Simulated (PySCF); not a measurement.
C2H5S, SMILES [CH2]SC, multiplicity 2. Atoms are numbered in the order given.

```xyz
8

C      1.4265     0.0709    -0.2826
S     -0.0188    -0.3012     0.5356
C     -1.2511     0.3980    -0.5796
H      2.3522    -0.2524     0.1691
H      1.4239     0.6586    -1.1890
H     -1.1002     1.4730    -0.6862
H     -1.1996    -0.0875    -1.5549
H     -2.2286     0.2137    -0.1351
```
Charge 0, spin multiplicity 2.

Geometry: r2SCAN-D4/def2-TZVP. The isomer is the one that the SMILES or the coordinates give; other isomers of the formula were not compared.

The numbers are results of r2SCAN-D4/def2-TZVP (PySCF), not measurements.

Frequencies are harmonic and unscaled.

| mode | ν (cm⁻¹) | IR (km/mol) | moving atoms (share of kinetic energy) |
|---|---|---|---|
| 1 | 30 | 19.9 | H 93 % |
| 2 | 177 | 1.3 | H 86 %, C 9 % |
| 3 | 298 | 0.7 | C 46 %, H 36 %, S 19 % |
| 4 | 342 | 58.1 | H 86 %, C 14 % |
| 5 | 712 | 1.6 | C 62 %, S 25 %, H 13 % |
| 6 | 855 | 2.8 | C 51 %, S 30 %, H 19 % |
| 7 | 887 | 0.5 | H 76 %, C 21 % |
| 8 | 960 | 3.1 | H 84 %, C 15 % |
| 9 | 1026 | 5.9 | H 71 %, C 23 % |
| 10 | 1336 | 3.1 | H 86 %, C 14 % |
| 11 | 1396 | 0.6 | H 88 %, C 12 % |
| 12 | 1458 | 9.5 | H 96 % |
| 13 | 1475 | 10.5 | H 96 % |
| 14 | 3039 | 25.5 | H 98 % |
| 15 | 3126 | 9.7 | H 90 %, C 10 % |
| 16 | 3149 | 4.0 | H 91 %, C 9 % |
| 17 | 3167 | 3.6 | H 96 % |
| 18 | 3295 | 0.2 | H 89 %, C 11 % |
